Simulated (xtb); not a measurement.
C₆H₁₂O₃, charge -1, doublet, at a GFN2-xTB geometry (a state made from the parent by changing its charge; the spin is typed, not shown lowest). Base run: GFN0-xTB (xtb 6.7.1).

Geometry (Å):
```xyz
21

C      3.0284     1.2587    -0.0557
O      2.2964     0.0843     0.1202
C      0.9381     0.2394    -0.2724
C      0.0764    -0.9415     0.2070
C      0.6489    -2.2723    -0.2808
O     -1.2218    -0.8063    -0.2599
C     -2.0214     0.2977     0.3848
C     -2.8937     0.8827    -0.7212
O     -1.4264     1.0513     1.2407
H      2.6031     2.0878     0.5264
H      3.0565     1.5633    -1.1136
H      4.0460     1.0605     0.2858
H      0.8747     0.3188    -1.3702
H      0.5031     1.1412     0.1768
H      0.0851    -0.9144     1.3113
H      0.0592    -3.0960     0.1150
H      0.6085    -2.3070    -1.3679
H      1.6813    -2.3657     0.0465
H     -2.3255     1.4755    -1.4601
H     -3.6416     1.5368    -0.2718
H     -3.3955     0.0757    -1.2565
```
Charge -1, spin multiplicity 2.
All else is at xtb's defaults.
Base energy -30.56755 Eh.

Variants of this job, named by their change:

| change | ΔE vs base (kcal/mol) |
|---|---|
| base | 0.000 |
| file = coord | 0.000 |
| etemp = 10 | 0.000 |
